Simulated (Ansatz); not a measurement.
`CC([SiH3])=[Se]` → `CC=[Se]` + `[SiH2]` at 700 K and 1 bar (silylene formation by 1,1-elimination).

Computed with Ansatz on PBE0-D4/def2-TZVP structures; ΔE is electronic, products minus reactants. CCSD(T)/CBS is the MP2 limit (def2-TZVPP, def2-QZVPP) plus CCSD(T) − MP2 in def2-TZVPP, frozen cores. This one scheme is used for every species. For Se outer-core shells are correlated without core-valence functions, which leaves a few kJ/mol of doubt a bond. Scalar relativity is left out up to krypton.

```tsv
species	CCSD(T)/CBS energy (Eh)	H − E (kJ/mol)	S (J/(mol·K))
`CC([SiH3])=[Se]`	-2769.46533	251.2	457.2
`CC=[Se]`	-2479.18597	185.0	351.5
`[SiH2]`	-290.19011	56.3	240.4
```

H − E and S are ideal-gas, rigid-rotor, harmonic terms from PBE0-D4/def2-TZVP. 1 Eh = 2625.50 kJ/mol, R = 8.31446 J/(mol·K).

Task: By hand: ΔE, ΔH, ΔS and ΔG.

Result: ΔE = (-2479.18597) + (-290.19011) − (-2769.46533) = 0.08925 Eh = 234.3 kJ/mol. Δ(H − E) = 185.0 + 56.3 − 251.2 = -9.9, so ΔH = 224.4 kJ/mol. ΔS = 351.5 + 240.4 − 457.2 = 134.7 J/(mol·K). ΔG = 224.4 − 700 × (134.7)/1000 = 130.1 kJ/mol.

Task: By hand: the equilibrium constant, and the temperature at which ΔG would vanish if ΔH and ΔS stayed fixed.

Result: log₁₀ K = −ΔG/(RT ln 10) = -9.7. ΔG = 0 at ΔH/ΔS = 1666 K.

The number of gas molecules changes by +1, which sets the sign of ΔS. A doubt of 5 kJ/mol in ΔE shifts log₁₀ K by 0.4 here. Modes under 60 cm⁻¹, often nearly free rotors, make the harmonic entropy too high. These are equilibria of isolated gas molecules and say nothing of rates. Largest T1 diagnostic: 0.016 (customary marks: 0.02 for closed shells, 0.045 for open ones).
